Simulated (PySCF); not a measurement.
# How the method moves the HOMO and LUMO of `C/C=N/[SiH2]O`

Compound: C₂H₇NOSi.
Geometry (PBE0-D3(BJ)/def2-SVP, Å), atoms numbered from 1 in this order:
```xyz
12
C2H7NOSi angstrom
C      2.3895   -0.0584   -0.0169
C      0.9685   -0.1746    0.4253
N     -0.0147   -0.1629   -0.3725
Si    -1.6893   -0.2652    0.1129
O     -2.4963    1.0979   -0.3853
H      2.8692    0.8068    0.4702
H      2.9588   -0.9490    0.2976
H      2.4442    0.0498   -1.1079
H      0.8372   -0.2750    1.5289
H     -2.2430   -1.4972   -0.5233
H     -1.8630   -0.3134    1.5966
H     -2.3999    1.3243   -1.3153
```

Basis pcSseg-2 throughout (PySCF), one geometry. Geometry: PBE0-D3(BJ)/def2-SVP, one conformer, isolated molecule.

How do the orbital energies, the gap and the dipole change with the method?

| method | kind | HOMO (eV) | LUMO (eV) | gap (eV) | μ (D) | SCF cycles |
| --- | --- | --- | --- | --- | --- | --- |
| BLYP | GGA | -5.69 | -1.73 | 3.97 | 1.92 | 16 |
| OPBE | GGA | -5.72 | -1.75 | 3.98 | 1.91 | 16 |
| PBE | GGA | -5.79 | -1.86 | 3.92 | 1.93 | 16 |
| B97-D | GGA | -5.79 | -1.74 | 4.04 | 1.93 | 16 |
| BP86 | GGA | -5.89 | -1.94 | 3.95 | 1.95 | 15 |
| LDA | LDA | -5.90 | -2.10 | 3.80 | 2.00 | 15 |
| KT2 | GGA | -5.92 | -1.82 | 4.10 | 1.92 | 16 |
| KT3 | GGA | -5.92 | -1.79 | 4.14 | 1.88 | 16 |
| B97-2 | global hybrid | -6.89 | -0.82 | 6.07 | 1.99 | 14 |
| B3LYP | global hybrid | -6.95 | -1.02 | 5.93 | 1.98 | 14 |
| PBE0 | global hybrid | -7.16 | -0.77 | 6.39 | 2.01 | 14 |
| mPW1PW91 | global hybrid | -7.18 | -0.78 | 6.41 | 2.01 | 14 |
| BHandHLYP | global hybrid | -8.49 | 0.40 | 8.89 | 2.07 | 13 |
| CAM-B3LYP | range-separated hybrid | -8.57 | 0.39 | 8.97 | 2.02 | 13 |
| wB97X-D | range-separated hybrid | -9.05 | 1.07 | 10.12 | 2.04 | 14 |
| LC-wPBE | range-separated hybrid | -9.89 | 1.59 | 11.48 | 2.04 | 14 |
| HF | Hartree–Fock | -10.60 | 2.68 | 13.28 | 2.20 | 11 |

The HOMO spans 4.91 eV, from BLYP down to HF, and the gap runs from 3.80 eV (LDA) to 13.28 eV (HF). Over the methods BLYP (0 %), OPBE (0 %), PBE (0 %), B97-D (0 %), BP86 (0 %), LDA (0 %), KT2 (0 %), KT3 (0 %), B97-2 (21 %), B3LYP (20 %), PBE0 (25 %), mPW1PW91 (25 %), BHandHLYP (50 %), HF (100 %), a straight line through the gap against the share of exact exchange rises by 0.94 eV for each 10 % (correlation coefficient 0.999). The dipole ranges from 1.88 D (KT3) to 2.20 D (HF). This basis has no diffuse functions.

The vertical ΔSCF ionisation energy at CAM-B3LYP/def2-SVPD is 9.32 eV; −ε(HOMO) comes closest to it with wB97X-D (9.05 eV).
